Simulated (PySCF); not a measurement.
Species: C₆H₈OSi (charge +1 and doublet state).
Cartesian coordinates in Å at the GFN2-xTB level; atoms count from 1:
```xyz
16
C6H8OSi angstrom
C      0.781    0.413   -2.169
C      0.562    0.214   -1.000
C      0.360   -0.043    0.374
C     -0.937   -0.059    0.912
C     -2.107    0.180    0.171
C     -3.341    0.160    0.739
O      1.365   -0.269    1.153
Si     3.042   -0.371    1.108
H      0.948    0.590   -3.194
H     -1.016   -0.265    1.972
H     -2.005    0.387   -0.887
H     -3.477   -0.045    1.790
H     -4.228    0.351    0.158
H      3.201   -1.819    1.216
H      3.528    0.200   -0.142
H      3.316    0.385    2.323
```

The hyperfine couplings belong to this conformer and change with its torsions.

Identity: `[CH+]=[C]/C(=C\C=C)O[SiH3]` [radical] (charge +1).

Level of theory: UKS B3LYP, pcH-1 on C H O Si, non-relativistic, mean-field spin-orbit, GIAO (PySCF 2.14.0). The structure is a single GFN2-xTB conformer in the gas phase; no vibrational or solvent corrections. A GFN2-xTB geometry isn't a minimum of the functional, and hyperfine couplings can be far from their values at a DFT geometry, by a factor of two or more for some ions and for spin on atoms past the first row. Stability of the SCF solution: not tested.

(1) Predict the first-order ENDOR lines of H13, H12, H10, H14/H15/H16, H9 and H11 under fast tumbling at B = 1211.0 mT (Q band).

(2) Which pairs are centred on the nuclear Larmor frequency, and which on half the coupling?

Results:

(1) ν± = |νn ± a/2|, one line for each electron-spin manifold; νn = |g_N| × 7.62259 MHz/T × B.

| nuclei | isotope | g_N | νn (MHz) | a_iso (MHz) | lower line (MHz) | upper line (MHz) |
| --- | --- | --- | --- | --- | --- | --- |
| H13 | 1H | 5.5857 | 51.56 | -31.31 | 35.91 | 67.21 |
| H12 | 1H | 5.5857 | 51.56 | -29.92 | 36.60 | 66.52 |
| H10 | 1H | 5.5857 | 51.56 | -21.09 | 41.01 | 62.11 |
| H14/H15/H16 | 1H | 5.5857 | 51.56 | 13.52 | 44.80 | 58.32 |
| H9 | 1H | 5.5857 | 51.56 | -11.57 | 45.78 | 57.34 |
| H11 | 1H | 5.5857 | 51.56 | 3.78 | 49.67 | 53.45 |

(2) Centred on νn, since |a| < 2νn: H13, H12, H10, H14/H15/H16, H9 and H11. No pair has |a| > 2νn.

Class means assume fast exchange of nuclei equivalent by connectivity; if that motion is slow, each nucleus keeps its own coupling. The three 1H nuclei of mean +13.5 MHz run from 0.5 to 26.1 MHz in the frozen geometry.

The largest Mulliken spin populations are on C6 (+0.48), C4 (+0.30), C3 (+0.15) and C1 (+0.15). The positive populations add up to 1.22 and the negative ones to -0.22, together 2S = 1.

The SMILES draws the unpaired electron on C2; the largest computed Mulliken spin population is on C6 (0.48 against -0.06).
